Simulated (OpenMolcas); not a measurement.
**Lines of Re: computed and rescaled rates**

| Item | Value |
| --- | --- |
| Program | OpenMolcas 26.06 |
| Method | SS-CASPT2, IPEA 0.25 Eh, imaginary shift 0.1 Eh (closed shells correlated: 5s 5p) |
| Basis | ANO-RCC-VQZP [9s8p6d4f3g2h] |
| Scalar Hamiltonian | DKH2, point nucleus |
| Active space | 7 electrons in 11 orbitals (5d 6s 6d) |
| State averaging | 2S+1 = 6 even, 6 roots; 2S+1 = 4 even, 17 roots kept (CI in the orbitals of an earlier block) |
| Spin-orbit coupling | state interaction with AMFI integrals over the reference wave functions, term energies averaged over their components |

Rates come from the transition moments of the reference wave functions (E1 and E2 in the length form). At fixed line strength A goes as λ^-3 for E1 and M1 and as λ^-5 for E2, so a rate at the computed wavelength can be rescaled to the measured one. Measured vacuum wavelengths follow from level energies in NIST Handbook of Basic Atomic Spectroscopic Data. Branching counts decays inside the model space alone, at computed energies, and the table is only a selection of the E2 and M1 lines, drawn from those between levels with measured partners whose computed energy lies within a factor of 1.5 of the measured one.

| Upper | Lower | Type | λ computed (nm) | λ measured (nm) | A computed (s-1) | A rescaled (s-1) | Branching % |
| --- | --- | --- | --- | --- | --- | --- | --- |
| 5d6 6s 6D 7/2 | 5d6 6s 6D 9/2 | M1 | 4988 | 4061 | 2.97e-01 | 5.50e-01 | 24.2 |
| 5d6 6s 6D 9/2 | 5d5 6s2 6S 5/2 | E2 | 721.8 | 850.7 | 4.03e-01 | 1.77e-01 | 100.0 |
| 5d6 6s 6D 7/2 | 5d5 6s2 6S 5/2 | E2 | 630.5 | 703.4 | 7.93e-01 | 4.59e-01 | 64.6 |
| 5d6 6s 6D 7/2 | 5d5 6s2 6S 5/2 | M1 | 630.5 | 703.4 | 1.36e-01 |  | 11.1 |
| 5d6 6s 6D 5/2 [73 %] | 5d5 6s2 6S 5/2 | M1 | 549.6 | 634.1 | 1.71e+00 |  | 49.9 |
| 5d6 6s 6D 5/2 [73 %] | 5d5 6s2 6S 5/2 | E2 | 549.6 | 634.1 | 1.08e+00 | 5.28e-01 | 31.7 |
| 5d5 6s2 4G 7/2 | 5d5 6s2 6S 5/2 | E2 | 535.6 | 664.1 | 3.56e-04 |  | 95.3 |
| 5d5 6s2 4G 9/2 | 5d5 6s2 6S 5/2 | E2 | 534.8 | 601.7 | 8.64e-04 |  | 97.4 |

Spin-changing lines and M1 lines between different terms are not rescaled, since their strength hangs on the term gaps too.

The largest correction is for 5d6 6s 6D 9/2 → 5d5 6s2 6S 5/2 (E2): 4.03e-01 × (721.8 / 850.7)^5 = 1.77e-01 s-1, a factor of 0.44.

The computed order of these levels differs from the measured one in 1 place, and where term gaps are wrong the rates of spin-changing lines can be off by large factors.

No measured rate stands beside these. Rescaling mends the energy factor alone: line strengths can still be far off where a level mixes with configurations outside the active space, and weak or spin-changing lines hang on small mixing coefficients that depend on the term gaps too, so rescaling need not improve them.

Term energies are means over components that CASPT2 splits; among the terms shown or strongly mixed into the levels shown the widest spread is 120 cm-1 (5d5 6s2 4G). Terms from blocks run as CI alone lack orbitals of their own. Active for correlation alone: 6d; no level in the range computed is led by a configuration that fills it, so any true level of that kind is missing. Some terms miss by over 15 % even with CASPT2, which points to a basis or an active space too small for the shells correlated. Measured partners are found by configuration, term and J. A level has none where our copy of the source lacks it or the pairing is in doubt (some pairs that miss far off the trend of their configuration count as doubtful). Levels of configurations outside the active space are missing.

A share in square brackets marks a mixed level and gives the weight of the term that names it.
